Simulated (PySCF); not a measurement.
C2H4F2, SMILES FCCF.

The structure is a stationary point at PBE-D3(BJ)/def2-SVP. The values are those of a single conformer.

Two levels are set side by side: TDDFT-PBE/def2-SVPD (PySCF) and TDDFT-M06-2X/def2-SVPD (PySCF). Vertical, same geometry. The lowest singlet is HOMO→LUMO 99 % with PBE and HOMO→LUMO 86 % with the other functional; states are paired by order. Differences are taken from unrounded values.

```
quantity                               TDDFT-PBE
-------------------------------------  ---------
lowest singlet excitation (eV)              7.97
lowest triplet excitation (TDA) (eV)        7.73
first bright state (f over 0.05) (eV)       9.28
its oscillator strength                     0.06
```

**Question.** These are the TDDFT-PBE values. What does TDDFT-M06-2X give? (An estimate is asked for; the answer gives what the named calculation found.)

**Answer.** 
```json
[
 {"quantity": "lowest singlet excitation (eV)", "TDDFT-M06-2X": "9.46", "TDDFT-PBE minus TDDFT-M06-2X": "-1.48"},
 {"quantity": "lowest triplet excitation (TDA) (eV)", "TDDFT-M06-2X": "9.25", "TDDFT-PBE minus TDDFT-M06-2X": "-1.53"},
 {"quantity": "first bright state (f over 0.05) (eV)", "TDDFT-M06-2X": "10.73", "TDDFT-PBE minus TDDFT-M06-2X": "-1.45"},
 {"quantity": "its oscillator strength", "TDDFT-M06-2X": "0.11", "TDDFT-PBE minus TDDFT-M06-2X": "-0.05"}
]
```

Functionals without exact exchange tend to place singlet excitations lower, as here. Differences between two approximate levels are no errors against the true value.

Rough cost on one machine, each run with all the roots and properties that it gave: TDDFT-M06-2X against TDDFT-PBE about 20 times.
